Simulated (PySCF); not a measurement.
Geometries of 2 isomers of C5H7FO2, from PBE0-D3(BJ)/def2-SVP geometry optimisation, gas phase (PySCF 2.14.0). One conformer each, no zero-point energy, no frequencies.

Question: Which is lower in electronic energy at this level?
A.
```xyz
15
angstrom
O     -0.955    2.183    1.804
C     -0.461    1.477    0.980
C     -1.146    0.361    0.237
C     -0.252   -0.878    0.228
C      1.129   -0.558   -0.357
C      1.385    0.939   -0.413
F      0.830    1.450   -1.562
O      0.864    1.631    0.677
H     -2.113    0.181    0.724
H     -1.337    0.703   -0.792
H     -0.736   -1.692   -0.330
H     -0.143   -1.237    1.264
H      1.925   -1.025    0.240
H      1.239   -0.934   -1.385
H      2.458    1.182   -0.433
```
B.
```xyz
15
angstrom
C      3.267    0.198    0.195
C      2.015    0.463   -0.167
F      1.717    1.372   -1.087
C      0.844   -0.243    0.437
O      0.947   -1.097    1.279
O     -0.305    0.190   -0.066
C     -1.486   -0.425    0.451
C     -2.671    0.178   -0.254
H      3.438   -0.562    0.957
H      4.107    0.726   -0.259
H     -1.416   -1.513    0.296
H     -1.521   -0.262    1.541
H     -2.718    1.264   -0.086
H     -2.615    0.000   -1.338
H     -3.601   -0.271    0.123
```

Answer: A. That is `O=C1CCC[C@@H](F)O1`, 25.3 kcal/mol below the other.

```
            SMILES                                 atoms numbered as above      E (Eh)  relative (kcal/mol)  relative (kJ/mol)  dipole (D)
O=C1CCC[C@@H](F)O1  [O:1]=[C:2]1[CH2:3][CH2:4][CH2:5][C@@H:6]([F:7])[O:8]1  -444.25326                  0.0                0.0        4.31
    C=C(F)C(=O)OCC    [CH2:1]=[C:2]([F:3])[C:4](=[O:5])[O:6][CH2:7][CH3:8]  -444.21300                 25.3              105.7        0.88
```

As drawn, the higher has a C=C bond outside aromatic rings, which the lower lacks.
